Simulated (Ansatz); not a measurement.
`[OH][In]([Cl])[Br]` + HCl → `[Cl][In]([Cl])[Br]` + H₂O at 700 K and 1 bar (ligand exchange at the In–O bond).

Isolated molecules relaxed with PBE0-D4/def2-TZVP in Ansatz; ΔE leaves out vibrations. CBS: MP2 limit from def2 TZ/QZ plus the TZ coupled-cluster correction, frozen cores. This one scheme is used for every species. Elements past krypton have def2 core potentials. For Br, In outer-core shells are correlated without core-valence functions, which leaves a few kJ/mol of doubt a bond. Scalar relativity is left out up to krypton. One conformer a species, not always the lowest.

| species | CCSD(T)/CBS energy (Eh) | H − E (kJ/mol) | S (J/(mol·K)) |
| --- | --- | --- | --- |
| `[OH][In]([Cl])[Br]` | -3298.81138 | 95.9 | 441.3 |
| HCl | -460.38127 | 38.4 | 211.8 |
| `[Cl][In]([Cl])[Br]` | -3682.84497 | 59.0 | 430.1 |
| H₂O | -76.37941 | 80.5 | 218.4 |

H − E and S are ideal-gas, rigid-rotor, harmonic terms from PBE0-D4/def2-TZVP, for one conformer and one mirror image of each species. 1 Eh = 2625.50 kJ/mol, R = 8.31446 J/(mol·K).

Question: By hand: ΔE, ΔH, ΔS and ΔG.

Answer: ΔE = (-3682.84497) + (-76.37941) − (-3298.81138) − (-460.38127) = -0.03173 Eh = -83.3 kJ/mol. Δ(H − E) = 59.0 + 80.5 − 95.9 − 38.4 = 5.2, so ΔH = -78.1 kJ/mol. ΔS = 430.1 + 218.4 − 441.3 − 211.8 = -4.6 J/(mol·K). ΔG = -78.1 − 700 × (-4.6)/1000 = -74.9 kJ/mol.

Question: By hand: the equilibrium constant, and the temperature at which ΔG would vanish if ΔH and ΔS stayed fixed.

Answer: log₁₀ K = −ΔG/(RT ln 10) = 5.6. ΔG = 0 at ΔH/ΔS = 16978 K, far beyond where these terms or the molecules hold.

The number of gas molecules stays the same, so ΔS is small and ΔH decides. A doubt of 5 kJ/mol in ΔE shifts log₁₀ K by 0.4 here. Other conformers and mirror images would add mixing entropy, several J/(mol·K) or more a flexible species. These are equilibria of isolated gas molecules and say nothing of rates. Largest T1 diagnostic: 0.013 (customary marks: 0.02 for closed shells, 0.045 for open ones).
